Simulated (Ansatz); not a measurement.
BeF2 (SMILES [F][Be][F]) moved off its minimum; all values from Ansatz (an electronic-structure program), cores frozen in correlated methods.
(charge 0, multiplicity 1)
```xyz
3

Be     0.00823    -0.01549     0.01595
F     -0.08247     0.02197    -1.36762
F      0.00412    -0.02232     1.18633
```

Forces at wB97M-V/def2-TZVPP (eV/Å):

```tsv
atom	Fx	Fy	Fz
Be1	-0.103	0.126	-13.574
F2	0.057	-0.015	-0.356
F3	0.046	-0.110	13.930
```

Q: Give the forces (eV/Å), the total energy and the dipole at CCSD(T)/aug-cc-pVTZ.

A: 
```json
[
 {"atom": "Be1", "Fx": "-0.104", "Fy": "0.128", "Fz": "-13.916"},
 {"atom": "F2", "Fx": "0.060", "Fy": "-0.016", "Fz": "-0.305"},
 {"atom": "F3", "Fx": "0.044", "Fy": "-0.112", "Fz": "14.221"}
]
```
Energy -214.3073 hartree, dipole 0.91 D.
